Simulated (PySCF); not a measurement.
AlHCl2, SMILES [Cl][AlH][Cl]. Heavy atoms are numbered as in [AlH:1]([Cl:3])[Cl:4]. Hydrogens are named by the atom that carries them.

Coordinates come from a PBE0-D3(BJ)/def2-TZVP optimisation.

Calculation: M06-2X/def2-TZVPD run with PySCF.

Mulliken values depend strongly on the basis, most of all with diffuse functions as here. ESP charges are fitted to the potential on shells at 1.4 to 2.0 van der Waals radii. Atomic charges (e), one atom of each kind:

```json
[
 {"atom": "Al1 (AlH)", "Mulliken": "0.47", "ESP fit": "0.69", "meta-Löwdin": "0.79"},
 {"atom": "H on Al1", "Mulliken": "-0.06", "ESP fit": "-0.18", "meta-Löwdin": "-0.13"},
 {"atom": "Cl3", "Mulliken": "-0.21", "ESP fit": "-0.25", "meta-Löwdin": "-0.33"}
]
```
